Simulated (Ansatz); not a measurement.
Geometry optimisation, RKS BLYP-D4/def2-SVP in Ansatz 0.2.0.

Input:

```yaml
crystal:
  periodic: [false, false, false]
  atoms:
    - { symbol: In, position_ang: [-0.801415, -0.634276, -0.412411] }
    - { symbol: H, position_ang: [0.892013, 1.856716, -0.760666] }
    - { symbol: Cl, position_ang: [0.437571, -1.921146, -1.951779] }
    - { symbol: Cl, position_ang: [-2.10949, 1.248664, -0.969565] }
    - { symbol: H, position_ang: [0.595234, -0.548926, 1.86508] }
    - { symbol: F, position_ang: [-1.268861, -1.516766, 1.315338] }
    - { symbol: H, position_ang: [1.295586, 1.569028, -0.25719] }
    - { symbol: F, position_ang: [0.959461, -0.053294, 1.171293] }
basis:
  gaussian: { orbitals: def2-SVP }
hamiltonian:
  xc: blyp
  dispersion: d4
relax:
  f_tol: 0.03
  max_steps: 50
```

Command:

```bash
$ ansatz run input.yaml --threads 2 --pin off --max-ram 3072MiB --backend cpu --events-out ev --progress --plain --runs-dir out
```

Problem. Where does it end, and by what steps?

Solution. The run converged. The force dipped under the threshold on the way, but the program's further checks kept it going. After 24 steps the energy has fallen by 0.358 eV; H7 moved furthest, 0.94 Å.

```tsv
step	energy less start (eV)	largest force component (eV/Å)	accepted
0	0.0000	1.728	yes
1	-0.2007	0.402	yes
2	-0.2733	0.638	yes
3	-0.3229	0.285	yes
4	-0.3365	0.166	yes
5	-0.3394	0.095	yes
6	-0.3423	0.057	yes
7	-0.3405	0.142	no
8	-0.3437	0.016	yes
9	-0.3444	0.063	yes
10	-0.3454	0.180	yes
11	-0.3470	0.203	yes
12	-0.3456	0.392	no
13	-0.3484	0.129	yes
14	-0.3521	0.124	yes
15	-0.3535	0.178	yes
16	-0.3529	0.216	no
17	-0.3555	0.056	yes
18	-0.3562	0.018	yes
19	-0.3511	0.431	no
20	-0.3571	0.079	yes
21	-0.3544	0.226	no
22	-0.3578	0.006	yes
23	-0.3579	0.038	yes
24	-0.3580	0.016	yes
```

```xyz
8
Properties=species:S:1:pos:R:3
In -0.608 -0.479 -0.297
H 0.979 2.002 -0.937
Cl 0.751 -1.581 -1.866
Cl -2.137 1.287 -0.550
H -0.038 -0.897 1.862
F -1.070 -1.694 1.339
H 1.507 1.494 -1.167
F 0.615 -0.133 1.617
```

Whether the end is a true minimum wasn't checked by a vibrational analysis.

Time of the run: 45 s on 2 threads of Intel(R) Xeon(R) Platinum 8488C (Sapphire Rapids), on a shared host, peak memory 0.17 GiB.
